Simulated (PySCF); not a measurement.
# Aluminium: a sound run and one with changed settings

Sound run: Al+ [Ne] 3s2, Al(2+) [Ne] 3s1. Computed with PySCF 2.14 in cc-pV(T+d)Z, with no relativity, point nucleus. In the sound run the correlated levels freeze [Ne]. The sound run starts from symmetry-adapted Hartree-Fock orbitals and uses a fine grid where one is needed.

Changed run: all electrons correlated in a basis built for the valence shell.

```json
{"species": "Al+", "method": "MP2", "sound run (hartree)": "-241.70114", "changed run (hartree)": "-241.80326", "converged": "yes"}
{"species": "Al+", "method": "CCSD(T)", "sound run (hartree)": "-241.71291", "changed run (hartree)": "-241.81737", "converged": "yes"}
{"species": "Al(2+)", "method": "MP2", "sound run (hartree)": "n/a", "changed run (hartree)": "-241.12523", "converged": "yes"}
{"species": "Al(2+)", "method": "CCSD(T)", "sound run (hartree)": "n/a", "changed run (hartree)": "-241.12979", "converged": "yes"}
```

Ionisation energy of Al+:

| method | sound run (eV) | changed run (eV) |
| --- | --- | --- |
| UHF | 17.519 | 17.519 |
| MP2 | 18.274 | 18.450 |
| SCS-MP2 | 18.425 | 18.564 |
| CCSD | 18.595 | 18.682 |
| CCSD(T) | 18.595 | 18.710 |

A valence basis has no tight correlating functions, so it recovers only part of the core correlation, and not evenly between atom and ion.

For comparison, NIST gives 18.829 eV between the lowest levels.
